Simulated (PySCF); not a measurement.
**Core-level binding energies of `CB(C)[SiH2][NH][GeH3]`**

C2H12BGeNSi.
Cartesian coordinates in Å at the PBE0-D3(BJ)/def2-SVP level; atoms count from 1:
```
atom  x, y, z in Å
C1    -2.1281   -0.8090   -1.6575
B2    -1.4297   -0.3211   -0.3447
C3    -1.6707    1.1298    0.1931
Si4   -0.2724   -1.6101    0.7234
N5     1.1076   -0.7973    1.4249
Ge6    2.0830    0.5448    0.6458
H7    -2.9950   -0.2090   -1.9763
H8    -2.3797   -1.8806   -1.6829
H9    -1.3460   -0.6774   -2.4349
H10   -0.9287    1.5214    0.9038
H11   -1.8659    1.8726   -0.5976
H12   -2.6238    1.0379    0.7560
H13   -1.1108   -2.1563    1.8495
H14    0.1168   -2.8193   -0.0878
H15    1.5516   -1.2432    2.2221
H16    3.5667    0.1395    0.5213
H17    1.9941    1.8558    1.4571
H18    1.4793    0.7678   -0.7543
```

Method used: delta-SCF UKS SCAN, pcX-2 on the ionised atom, pcseg-1 elsewhere, spin-free X2C (PySCF 2.14.0). Binding energies are ΔSCF values: E(core-ionised, relaxed orbitals) − E(ground state) at a fixed geometry, referred to the vacuum level.

**Question.** List the computed XPS lines with their assignment.

**Answer.** 
| atom(s) | environment | level | binding energy (eV) | 2p1/2 (eV) | count |
| --- | --- | --- | --- | --- | --- |
| Si4 | SiH2 silicon | Si 2p3/2 | 106.00 | 106.63 | 1 |
| C1/C3 | sp3 carbon bound to boron | C 1s | 290.04 | – | 2 |
| N5 | silicon-bound nitrogen | N 1s | 403.69 | – | 1 |
| Si4 | SiH2 silicon | Si 1s | 1845.84 | – | 1 |

**Question.** What is the longest wavelength that can ionise C 1s of C1/C3 vertically?

**Answer.** λ = hc/E = 12398.42 eV Å / 290.04 eV = 42.747 Å.

**Question.** Express the binding energy of C 1s of C1/C3 in atomic units and per mole.

**Answer.** 290.04 eV = 10.6588 Eh = 27985 kJ/mol.

Topologically equivalent atoms share the value of their first member; where this conformer doesn't relate them by symmetry, their own values could differ. Not every level is listed. For 2p shells one spin-free hole was relaxed; a mean-field spin–orbit operator and the ground-state splitting of the three 2p orbitals were then diagonalised within the shell. The shell's mean is (2 × 2p3/2 + 2p1/2)/3, and the degeneracies 2j + 1 give areas of 2:1. 2p1/2 minus 2p3/2 (ligand field included): Si 0.62 eV. No level of boron or germanium is listed. Geometry: PBE0-D3(BJ)/def2-SVP, one conformer, isolated molecule.

On an Arm Neoverse V2 with one thread (shared host), this took 58 s wall and 0.80 GiB of memory at its peak.
